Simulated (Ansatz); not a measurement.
Species: sum formula GaBr2F (charge 0, singlet). SMILES: [F][Ga]([Br])[Br]
Geometry: optimised at B3LYP-D3(BJ)/def2-TZVP (Ansatz, a quantum-chemistry and plane-wave program).

Wanted: vertical ionisation energy (to the doublet state of charge +1; each state is the SCF solution reached for its spin), in eV. Valence correlation only, unless marked. UHF or UKS for open shells. No spin-orbit coupling. The frozen core is the preceding noble-gas configuration, with the filled d and f shells of earlier blocks. No relativistic terms. CBS(X,Y): correlation extrapolated as X^-3; Hartree-Fock from the larger set.

```csv
level,program,vertical ionisation energy (eV)
B3LYP/def2-TZVPD,Ansatz,11.01
```

### Question
Predict the CCSD(T)/CBS(aug-cc-pVTZ,aug-cc-pVQZ) result (Ansatz).

### Answer
11.65 eV
